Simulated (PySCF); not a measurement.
## Boron: a sound run and one with changed settings

Sound run: B+ [He] 2s2, B(2+) [He] 2s1. Computed with PySCF 2.14 in 6-31G*, with no relativity, point nucleus. In the sound run the correlated levels freeze 1s2. The sound run starts from symmetry-adapted Hartree-Fock orbitals and uses a fine grid where one is needed.

A second run was set up differently.

```csv
species,method,sound run (hartree),changed run (hartree),converged
B+,UHF,-24.23404,-23.94847,yes
B+,B3LYP,-24.33988,-24.04926,yes
B+,LDA,-24.03248,-23.74155,yes
B+,MP2,-24.26739,-23.97788,yes
B+,CCSD(T),-24.29278,-24.00944,yes
B(2+),UHF,-23.37174,-23.09922,yes
B(2+),B3LYP,-23.42929,-23.14965,yes
B(2+),LDA,-23.12968,-22.85280,yes
```

Ionisation energy of B+:

```csv
method,sound run (eV),changed run (eV)
UHF,23.465,23.109
B3LYP,24.779,24.480
LDA,24.566,24.184
MP2,24.372,23.909
SCS-MP2,24.553,24.070
CCSD,25.063,24.768
CCSD(T),25.063,24.768
CCSDT,25.063,24.768
FCI,25.063,24.768
```

Problem. What was changed?
A. minimal basis
B. radial grid too coarse
C. level shift left on
D. a valence shell is frozen

Solution. A. It used basis STO-3G. A minimal basis cannot let orbitals breathe on ionisation and holds almost no correlation.
